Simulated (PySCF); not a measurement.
## Exercise with solution: chemical shift, span and skew from a shielding tensor

CH3ClFNSi2, SMILES [SiH2]1[Si@@](Cl)(N=C1)F. Atoms are numbered in the order given.

```xyz
9

F      1.3287     0.4969     1.4897
Si     0.4070     0.1070     0.2155
Cl     1.6814    -0.5129    -1.2784
N     -0.6303     1.4731    -0.2973
C     -1.8093     0.9646    -0.1584
Si    -1.7005    -0.8527     0.5181
H     -2.7013     1.5683    -0.4143
H     -2.2064    -1.9256    -0.3869
H     -2.2577    -1.0563     1.8870
```

Geometry: B3LYP-D3(BJ)/def2-SVP. The structure was generated by enumeration; whether it is a known compound was not checked.

GIAO shieldings from PBE/pcSseg-1 run with PySCF, non-relativistic, no solvent. The symmetric part of the tensor of Si6 has the principal values 151.5, 352.1, 488.4 ppm. The same nucleus in TMS has σ = 335.4 ppm at this level (PySCF, at its B3LYP-D3(BJ)/def2-TZVP geometry). Without spin–orbit terms, shifts of atoms bonded to Cl or Br come out too high.

Q: Work out the isotropic shielding, the ²⁹Si shift against TMS, the span and the skew.

A: 
σ(iso) = (σ11 + σ22 + σ33)/3 = 330.7 ppm. δ = σ(ref) − σ(iso) = 335.4 − (330.7) = 4.7 ppm.
Span Ω = σ33 − σ11 = 336.9 ppm. Skew κ = 3(σ(iso) − σ22)/Ω = -0.19. Tumbling in solution averages the tensor to δ; in a static solid the shielding alone would spread this spin-1/2 line over Ω.
